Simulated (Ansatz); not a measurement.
Compare A (`[NH2][GaH][CH2][SiH3]`) with its isomer B (`N[CH2][GaH][SiH3]`).

Computed with Ansatz on PBE0-D4/def2-TZVP structures; ΔE is electronic, products minus reactants. CCSD(T)/CBS adds triple-zeta CCSD(T) − MP2 to the extrapolated MP2 energy (def2 sets, frozen cores). DFT in def2-TZVPP. B3LYP here is the variant with VWN-RPA as its local correlation; programs differ in this. For Ga outer-core shells are correlated without core-valence functions, which leaves a few kJ/mol of doubt a bond. Scalar relativity is left out up to krypton. Each species was taken in one conformer, which may not be the lowest.

A:

```xyz
12

N     1.556    0.261   -1.585
Ga   -0.144   -0.358   -1.423
C    -0.725   -0.855    0.391
Si   -0.538    0.531    1.621
H     1.968    0.553   -2.455
H     2.186    0.389   -0.812
H    -1.001   -0.439   -2.726
H    -0.109   -1.699    0.723
H    -1.763   -1.197    0.362
H    -1.304    1.731    1.183
H     0.894    0.925    1.738
H    -1.019    0.159    2.982
```

B:

Z-matrix (Å, degrees):
```
C
Ga 1 1.982
N 1 1.456 2 112.0
H 1 1.104 2 108.7 3 128.6
H 1 1.097 2 105.7 3 -118.7
Si 2 2.419 1 119.0 3 -9.8
H 2 1.577 1 119.2 3 169.6
H 3 1.011 1 111.6 2 56.8
H 3 1.013 1 111.7 2 176.7
H 6 1.490 2 112.8 1 -148.7
H 6 1.492 2 111.9 1 -27.4
H 6 1.491 2 109.8 1 91.5
```

Question: Which isomer does CCSD(T)/CBS put lower? Give the gap. (An estimate is asked.)

Answer: The calculation gave: A, by 35.0 kcal/mol.

Question: Give E(B) − E(A) in kcal/mol with MP2/def2-TZVPP, B2PLYP, CCSD(T)/def2-TZVPP, ωB97M-V, B3LYP, HF/def2-TZVPP, r2SCAN-D4. (Estimate.)

Answer: The calculation gave: MP2/def2-TZVPP 37.4, B2PLYP 34.0, CCSD(T)/def2-TZVPP 34.4, ωB97M-V 33.5, B3LYP 31.5, HF/def2-TZVPP 33.8, r2SCAN-D4 33.5. None reverses the order clearly.

Largest T1 diagnostic: 0.013.

From PBE to PBE0 (25 % exact exchange), in def2-TZVPP and without D4, E(B) − E(A) moves by +1.2 kcal/mol.
